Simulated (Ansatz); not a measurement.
`O/C=N/[SiH3]`, relaxed with RKS PBE-D4/def2-SVP in Ansatz from a rough embedded geometry. The force threshold is 0.03 eV/Å; the program also tests the step.

Total charge 0; spin multiplicity 1.

Start:

```xyz
9

O     0.903    1.568    1.449
C     0.508    0.498    0.879
N    -0.157    0.654   -0.190
Si   -0.565   -0.863   -1.021
H     0.571    2.363    0.935
H     0.830   -0.396    1.423
H     0.642   -1.646   -1.256
H    -1.428   -1.594   -0.031
H    -1.303   -0.585   -2.188
```

By how much does the energy fall, and how many steps does the optimiser take? (An estimate is asked.)

Computed: 0.50 eV, in 8 steps, 2 of them rejected.

Which bonds change most? (Estimate.)

Computed: Si4–H9 from 1.408 to 1.500 Å; O1–C2 from 1.275 to 1.346 Å; Si4–H7 from 1.458 to 1.510 Å; N3–Si4 from 1.777 to 1.754 Å.

Give the relaxed structure. (An estimate is asked.)

Computed: 
```xyz
9

O     0.919    1.734    1.525
C     0.567    0.571    0.949
N    -0.083    0.511   -0.143
Si   -0.604   -0.925   -1.005
H     0.570    2.433    0.924
H     0.934   -0.275    1.578
H     0.567   -1.788   -1.410
H    -1.542   -1.765   -0.172
H    -1.328   -0.497   -2.247
```
